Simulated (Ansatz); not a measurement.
Molecule: AlCl, charge -1, multiplicity 2. 
Coordinates optimised at B3LYP-D3(BJ)/def2-TZVP (Ansatz, an electronic-structure program):
```xyz
2

Al     0.0000     0.0000    -1.3272
Cl     0.0000     0.0000     1.0149
```
Charge -1, spin multiplicity 2.

Basis-set convergence of Hartree-Fock and CCSD correlation energies (hartree) with Ansatz. Valence correlation only, unless marked. UHF or UKS for open shells. Spin-orbit coupling is left out. Non-relativistic.

```json
[
 {"basis": "aug-cc-pV(D+d)Z", "functions": "64", "E(HF)": "-701.48749", "E(corr, CCSD)": "-0.22931"},
 {"basis": "aug-cc-pV(T+d)Z", "functions": "110", "E(HF)": "-701.50583", "E(corr, CCSD)": "-0.28265"},
 {"basis": "aug-cc-pV(Q+d)Z", "functions": "178", "E(HF)": "-701.51034", "E(corr, CCSD)": "-0.30161"}
]
```

Extrapolating the two largest sets (X = 3 and 4) as X^-3: E(corr) = (64·(-0.30161) - 27·(-0.28265))/37 = -0.3154 Eh, an estimate of the basis-set limit. The largest set recovers 95.6 % of it, the smallest 72.7 %.
